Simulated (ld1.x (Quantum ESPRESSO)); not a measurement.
# Zn: one change to a TM potential, before and after

ld1.x (Quantum ESPRESSO) 7.5 input, shortened:

```
&input
   title='Zn', zed=30., rel=1, dft='PBESOL', iswitch=3,
   config='[Ar] 3d10 4s2 4p0 4d-2'
 /
 &inputp
   pseudotype=2, tm=.true., lloc=1,
   nlcc=.false.
 /
3
4S  1  0   2.00   0.00  2.05  2.05  0.0
4D  3  2  -2.00   0.05  3.10  3.10  0.0
4P  2  1   0.00   0.00  3.45  3.45  0.0
 &test
   configts(1)='4s2 4p0'
 /
```

Change: wave 4s (bound): rc 2.05 bohr becomes 4s (bound): rc 2.62 bohr.

Cutoffs: the cutoffs (Ry, on a coarse ladder) from which the occupation-weighted sum of valence levels, in a spherical-Bessel basis at the reference potential, stays within 10 and 1 mRy of its value at 400 Ry; they do not see the model core or the augmentation charge, which bear on the density cutoff. Errors are all-electron minus pseudo energies relative to the spin-unpolarised reference configuration.

Q: How do hardness, ghosts and transferability respond?

A: The potential gets softer (10 Ry and 30 Ry → 8 Ry and 18 Ry); the bound ghosts move from d, s to d; of the 5 tests that both files solve, the error grows in 2 and shrinks in 3 by more than 15 % and 0.3 meV (median size 21.6 → 16.9 meV). A larger radius leaves more room for a smooth pseudo-wave, so fewer plane waves are needed.

```csv
quantity,base,changed
"cutoff, loose",10 Ry,8 Ry
"cutoff, tight",30 Ry,18 Ry
bound ghosts,"s, d",d
"error for 4s1 4p0, meV [ΔE 9.90 eV]",-8.0,-17
"error for 4s1.5 4p0, meV [ΔE 3.95 eV]",-5.7,-7.1
"error for 4s1 4p1, meV [ΔE 5.13 eV]",+22,+13
"error for 4s0 4p1, meV [ΔE 16.26 eV]",+128,+86
"error for 4s0 4p2, meV [ΔE 10.60 eV]",+127,+95
s: phases at 3.73 bohr within 0.05 rad from the reference energy up to (Ry; the scan ends near 5),1.0,1.1
p: phases at 3.73 bohr within 0.05 rad from the reference energy up to (Ry; the scan ends near 5),1.3,1.3
d: phases at 3.73 bohr within 0.05 rad from the reference energy up to (Ry; the scan ends near 5),n/a,n/a
```

 A true bound ghost makes a file unfit for plane-wave use even where its test errors are small: the radial tests pick states by their node count and pass the ghost by.
